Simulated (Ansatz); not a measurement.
`[SiH3][GeH2][CH2]S` + HCl → `[SiH3][GeH2][Cl]` + CH₃SH at 500 K and 1 bar (ligand exchange at a Ge–C bond).

Gas-phase electronic energies from Ansatz, PBE0-D4/def2-TZVP geometries. CCSD(T)/CBS adds triple-zeta CCSD(T) − MP2 to the extrapolated MP2 energy (def2 sets, frozen cores). This one scheme is used for every species. For Ge outer-core shells are correlated without core-valence functions, which leaves a few kJ/mol of doubt a bond. Scalar relativity is left out up to krypton. Each species was taken in one conformer, which may not be the lowest.

```
             species  CCSD(T)/CBS energy (Eh)  H − E (kJ/mol)  S (J/(mol·K))
`[SiH3][GeH2][CH2]S`              -2805.82258           257.7          458.6
                 HCl               -460.38127            32.5          201.9
  `[SiH3][GeH2][Cl]`              -2828.00643           150.6          392.7
               CH₃SH               -438.22835           145.1          283.7
```

H − E and S are ideal-gas, rigid-rotor, harmonic terms from PBE0-D4/def2-TZVP, for one conformer and one mirror image of each species. 1 Eh = 2625.50 kJ/mol, R = 8.31446 J/(mol·K).

Task: By hand: ΔE, ΔH, ΔS and ΔG.

Result: ΔE = (-2828.00643) + (-438.22835) − (-2805.82258) − (-460.38127) = -0.03093 Eh = -81.2 kJ/mol. Δ(H − E) = 150.6 + 145.1 − 257.7 − 32.5 = 5.5, so ΔH = -75.7 kJ/mol. ΔS = 392.7 + 283.7 − 458.6 − 201.9 = 15.9 J/(mol·K). ΔG = -75.7 − 500 × (15.9)/1000 = -83.7 kJ/mol.

Task: By hand: the equilibrium constant, and the temperature at which ΔG would vanish if ΔH and ΔS stayed fixed.

Result: log₁₀ K = −ΔG/(RT ln 10) = 8.7. ΔH and −TΔS have one sign here, so there is no such temperature.

ΔH outweighs TΔS. A doubt of 5 kJ/mol in ΔE shifts log₁₀ K by 0.5 here. Other conformers and mirror images would add mixing entropy, several J/(mol·K) or more a flexible species. Modes under 60 cm⁻¹, often nearly free rotors, make the harmonic entropy too high. These are equilibria of isolated gas molecules and say nothing of rates. Largest T1 diagnostic: 0.011 (customary marks: 0.02 for closed shells, 0.045 for open ones).
